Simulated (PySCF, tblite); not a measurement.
Isomers of C8H11NSi. Computed with GFN2-xTB (tblite): harmonic, unscaled wavenumbers at the GFN2-xTB geometry, gas phase. Against measured fundamentals such values can be off by several per cent, at times by over 20. Modes of hydrogen on silicon can be 10 to 20 % off. One conformer each.

Electronic energies: PBE0/pcSseg-1 single points on the GFN2-xTB geometries (PySCF, gas phase).

```tsv
SMILES	electronic energy, lowest = 0 (kcal/mol)
c1ccc(C2C[SiH2]C2)nc1	0.0
C/N=C/C#CC1=C[SiH2][C@H]1C	66.4
C=CC/C=C/C(C#N)=C\[SiH3]	42.7
C#CC[Si@H]1C[C@H](CC#N)C1	44.5
C=C1C[C@](C#N)(C(=C)C)[SiH2]1	40.1
```

Q: How do GFN2-xTB zero-point energies change the relative energies?

A: 
| SMILES | ZPE (kcal/mol) | of it from modes above 1550 cm⁻¹ | electronic (kcal/mol) | with ZPE, lowest = 0 (kcal/mol) | lowest mode (cm⁻¹) | rings |
| --- | --- | --- | --- | --- | --- | --- |
| c1ccc(C2C[SiH2]C2)nc1 | 102.9 | 50.0 | 0.0 | 0.0 | 47 | 2 |
| C=C1C[C@](C#N)(C(=C)C)[SiH2]1 | 100.3 | 54.1 | 40.1 | 37.5 | 41 | 1 |
| C=CC/C=C/C(C#N)=C\[SiH3] | 97.9 | 55.0 | 42.7 | 37.7 | 23 | 0 |
| C#CC[Si@H]1C[C@H](CC#N)C1 | 101.8 | 53.1 | 44.5 | 43.4 | 24 | 1 |
| C/N=C/C#CC1=C[SiH2][C@H]1C | 99.5 | 52.6 | 66.4 | 62.9 | 11i | 1 |

The zero-point energies span 5.0 kcal/mol, from `C=CC/C=C/C(C#N)=C\[SiH3]` to `c1ccc(C2C[SiH2]C2)nc1`. Slightly imaginary modes are left out of the zero-point energy: `C/N=C/C#CC1=C[SiH2][C@H]1C` 10.7i cm⁻¹. The order is unchanged.

Q: And how do the electronic energies of GFN2-xTB itself compare?

A: `c1ccc(C2C[SiH2]C2)nc1` 0.0; `C=C1C[C@](C#N)(C(=C)C)[SiH2]1` 49.0; `C=CC/C=C/C(C#N)=C\[SiH3]` 54.7; `C#CC[Si@H]1C[C@H](CC#N)C1` 65.0; `C/N=C/C#CC1=C[SiH2][C@H]1C` 65.7 kcal/mol, lowest = 0. Against the energies above, taken from the same isomer `c1ccc(C2C[SiH2]C2)nc1`, the largest difference is 20.5 kcal/mol.
